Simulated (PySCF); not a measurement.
Z-matrix (Å, degrees):
```
Sn
F 1 1.8764
F 1 1.8764 2 109.47
F 1 1.8764 2 109.47 3 -120.00
F 1 1.8764 2 109.47 3 120.00
```
Charge 0, spin multiplicity 1.

Task: What is the computed dipole moment, HOMO–LUMO gap and total energy (PySCF 2.14.0 with ωB97X-D3(BJ)/def2-TZVP // PBE0-D3(BJ)/def2-TZVP)?

Result: 
The dipole moment is 0.00 D and the HOMO–LUMO gap comes out as 13.73 eV. The total energy is -16709.51 eV.
